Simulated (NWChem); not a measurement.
**Basis-set dependence for CHO2**

SMILES: O=[C]O
```xyz
4

O     -0.9453     0.6808     0.0000
C     -0.3055    -0.3133     0.0000
O      0.9944    -0.4930     0.0000
H      1.4398     0.3772     0.0000
```
Charge 0, spin multiplicity 2.

Everything below was run with NWChem. The geometry was optimised at UPBE0/def2-SVP, a minimum by its harmonic frequencies. It is one conformer; others weren't searched.

Hartree-Fock energies in Ha, correlation energies in mHa.

The correlated methods keep 3 core orbitals frozen. The Pople sets run with spherical d functions. The structure started from a generated list of species. The unpaired electrons of the parent sit in orbitals of symmetry a' (Cs labels of the run); other states weren't searched. The stability of the SCF solutions was not checked. Open-shell Hartree-Fock references start from PBE0 orbitals. Coupled-cluster values serve here as a point of comparison, not as the truth.

| basis | functions | UHF | UMP2 | SCS-UMP2 | URI-MP2 | CCSD on ROHF | CCSD[T] on ROHF | CCSD(T) on ROHF | CCSD on UHF | CCSD[T] on UHF | CCSD(T) on UHF |
|---|---|---|---|---|---|---|---|---|---|---|---|
| cc-pVDZ | 47 | -188.14788 | -473.8 | -454.9 | -473.9 | -488.1 | -506.3 | -504.0 | -484.1 | -501.4 | -499.4 |
| 6-311G** | 60 | -188.18261 | -507.0 | -487.4 | not run | -517.3 | -540.1 | -537.6 | -513.4 | -535.2 | -533.0 |
| cc-pVTZ | 104 | -188.20578 | -598.0 | -580.0 | -598.0 | not run | not run | not run | not run | not run | not run |

From 6-311G** to cc-pVTZ the Hartree-Fock energy moves by -23.2 mHa and the UMP2 correlation energy by -91.0 mHa, which is 15 % of its value in the larger set.
